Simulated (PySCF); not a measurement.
Vertical excitation energies

Species: C3HN3Si.
SMILES: `N#C[SiH](C#N)C#N`

Computed, not measured: TDDFT B3LYP/def2-SVPD, vertical, gas phase, core orbitals frozen in the response in PySCF. Isolated species at its GFN2-xTB geometry, gas phase.

```csv
state,E (eV),λ (nm),f,|μ| (D),symmetry,"main configurations (H = HOMO, L = LUMO)"
S1,6.76,183.4,0.0000,0.00,–,"H→L (44%), H-2/H-1→L+1/L+2 (≥25%)"
S2,6.84,181.2,0.0011,0.21,–,"H-2/H-1→L (≥23%), H-3→L+1/L+2 (≥17%), H-2/H-1→L+1/L+2 (≥12%)"
S3,6.85,181.1,0.0011,0.21,–,"H-2/H-1→L (≥20%), H-3→L+1/L+2 (≥17%), H-2/H-1→L+1/L+2 (≥12%)"
S4,6.94,178.6,0.0000,0.00,–,"H→L (44%), H-2/H-1→L+1/L+2 (≥24%)"
S5,6.97,177.8,0.0005,0.14,–,"H-2/H-1→L (≥24%), H→L+1/L+2 (≥16%), H-3→L+1/L+2 (≥15%)"
S6,6.97,177.8,0.0005,0.14,–,"H-2/H-1→L (≥24%), H→L+1/L+2 (≥16%), H-3→L+1/L+2 (≥15%)"
S7,7.15,173.4,0.0045,0.41,E,"H-4→L (33%), H-2/H-1→L+1/L+2 (≥23%)"
S8,7.15,173.4,0.0043,0.40,E,"H-5→L (33%), H-2/H-1→L+1/L+2 (≥25%)"
```

Triplets (Tamm–Dancoff): T1 5.76 eV, H→L+1/L+2 (≥29%); T2 5.76 eV, H→L+1/L+2 (≥29%).

The lowest singlet lies at 6.76 eV (183 nm, vacuum ultraviolet) and is dark (f under 0.0005); its leading configuration is HOMO→LUMO (44%). The strongest level in the table is S7/S8 at 7.15 eV (173 nm, f = 0.0089 summed). It is the last of those listed, so stronger ones may follow. S2/S3, S5/S6 and S7/S8 lie within about 0.01 eV of each other in each set; the point group C3v has degenerate representations, and within a degenerate level the listed configurations can mix freely. Löwdin shares by element: HOMO (one of a set within 0.03 eV) nitrogen 54%, carbon 16% or more (atoms not listed hold the other 30%); LUMO carbon 24% or more, silicon 22%, nitrogen 12% or more (atoms not listed hold the other 43%). The oscillator strengths of these states sum to 0.012; summed over the whole spectrum of an exact calculation they would give the number of electrons, 54 (Thomas–Reiche–Kuhn). Weighted by f, the mean energy of these states is 7.08 eV. The listed states span 0.39 eV, and the widest gap between neighbours is 0.17 eV (S6 to S7). Symmetry labels in C3v follow from the direction of the transition dipole and are given only for states with f of 0.002 or more. Orbitals of the list HOMO-3 to LUMO+2 that lie within 0.01 eV of each other are written together with a slash and their weights summed (≥ marks a lower bound); for degenerate orbitals outside that list single weights are arbitrary. The window holds the lowest 8 singlets.

Time: 13 s of wall time. Hardware: an x86-64 server with one thread, on a shared host.
